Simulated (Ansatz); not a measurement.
Mulliken charges of `[Cl][AlH][Al]1[SiH2][SiH2]1` from r2SCAN/def2-TZVPP in Ansatz (PBE0-D4/def2-TZVP geometry).

| atom | x (Å) | y (Å) | z (Å) | charge (e) |
| --- | --- | --- | --- | --- |
| Cl1 | -3.781 | 0.485 | 2.054 | -0.265 |
| Al2 | -1.718 | 0.434 | 2.488 | 0.566 |
| Al3 | -0.208 | 0.067 | 0.452 | 0.131 |
| Si4 | 0.729 | -1.359 | -1.280 | -0.020 |
| Si5 | 1.306 | 0.888 | -1.262 | -0.020 |
| H6 | -1.313 | 0.627 | 4.007 | -0.146 |
| H7 | 1.648 | -2.526 | -1.379 | -0.064 |
| H8 | -0.443 | -1.526 | -2.192 | -0.057 |
| H9 | 1.287 | 1.843 | -2.403 | -0.063 |
| H10 | 2.577 | 1.017 | -0.483 | -0.061 |

Q: By hand: the dipole of these point charges (1 e Å = 4.8032 D).

A: Σ q r = (-0.165, 0.114, 0.783) e Å, of length 0.808 e Å = 3.88 D.

Q: How does the dipole of the full density compare? (Estimate.)

A: The calculation gave: (0.178, 0.008, 0.137) e Å, 1.08 D; the point charges give 3.59 times that, at 64° from its direction.

Point charges leave out the atoms' own dipoles, such as those of lone pairs, and Mulliken's split depends on the basis, so the two needn't agree.
